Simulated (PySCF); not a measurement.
Se(Cl)2 anion (Cl2Se), SMILES Cl[Se]Cl (connectivity only; charge and spin as stated), charge -1, multiplicity 2. Atoms are numbered in the order given.

```xyz
3

Se     0.0000     0.0000     0.1040
Cl     0.0000    -2.4650    -0.1040
Cl     0.0000     2.4650    -0.1040
```
Charge -1, spin multiplicity 2.

Coordinates come from a B3LYP-D3(BJ)/def2-SVPD optimisation. The multiplicity is an assumed one; other spin states were not compared. The isomer is the one that the SMILES or the coordinates give; other isomers of the formula were not compared.

All values below come from CAM-B3LYP/def2-TZVPD (PySCF).

Mulliken values depend strongly on the basis, most of all with diffuse functions as here. ESP charges are fitted to the potential on shells at 1.4 to 2.0 van der Waals radii. Atomic charges (e):

```csv
atom,ESP fit,meta-Löwdin,Mulliken spin
Se1,0.03,0.11,0.90
Cl2,-0.51,-0.55,0.05
Cl3,-0.51,-0.55,0.05
```
